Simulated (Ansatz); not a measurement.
The cluster W₃O₉. The state is a triplet with charge 0. Geometry PBE-D4/def2-SVP, that of the charge -1 doublet; atoms count from 1.

```tsv
atom	x (Å)	y (Å)	z (Å)
W1	-0.6416	0.8896	1.1604
W2	0.5440	-1.7206	1.3283
W3	0.5683	-0.6576	-1.3395
O4	-0.1153	2.2224	2.4677
O5	-0.3031	0.9586	-0.7400
O6	2.1782	-0.1481	-1.6827
O7	0.8788	-2.3915	-0.3664
O8	-0.5257	-0.4139	-2.9374
O9	-0.2274	2.7960	1.0985
O10	-2.3506	0.6932	1.2619
O11	-0.0167	-1.8050	-2.7898
O12	0.0111	-0.4230	2.5391
```

In the def2 sets W takes a core potential; there is no spin–orbit coupling. The structure holds 2 bonds between oxygen atoms, so isomers without such links may lie far lower. The structure comes from a short search, and lower isomers may exist.

(1) Estimate the Mulliken populations from the PBE0/def2-SVP orbitals of Ansatz.

(2) Where does the spin sit?

(3) And the Mayer bond orders between heavy atoms (over 0.3)?

Results:

(1) 
```tsv
atom	charge (e)	spin (α − β)	d electrons
W1	1.17	-0.06	3.79
W2	0.89	2.23	4.04
W3	1.17	-0.06	3.79
O4	-0.26	0.00	–
O5	-0.57	0.00	–
O6	-0.29	0.01	–
O7	-0.54	-0.06	–
O8	-0.25	0.00	–
O9	-0.25	0.00	–
O10	-0.29	0.01	–
O11	-0.26	0.00	–
O12	-0.54	-0.06	–
```
Mulliken values depend strongly on the basis.

(2) Summed by element: W 2.11, O -0.11, of 2 unpaired in all. Largest on single atoms: W2 2.23, O12 -0.06, O7 -0.06.

(3) W1–W2 0.50 (2.87 Å); W1–O4 1.02 (1.94 Å); W1–O5 0.94 (1.93 Å); W1–O9 0.99 (1.95 Å); W1–O10 2.16 (1.72 Å); W1–O12 0.68 (2.01 Å); W2–W3 0.50 (2.87 Å); W2–O7 1.34 (1.85 Å); W2–O12 1.34 (1.85 Å); W3–O5 0.94 (1.93 Å); W3–O6 2.16 (1.72 Å); W3–O7 0.68 (2.01 Å); W3–O8 0.99 (1.95 Å); W3–O11 1.02 (1.94 Å); O4–O9 0.90 (1.49 Å); O8–O11 0.90 (1.49 Å).
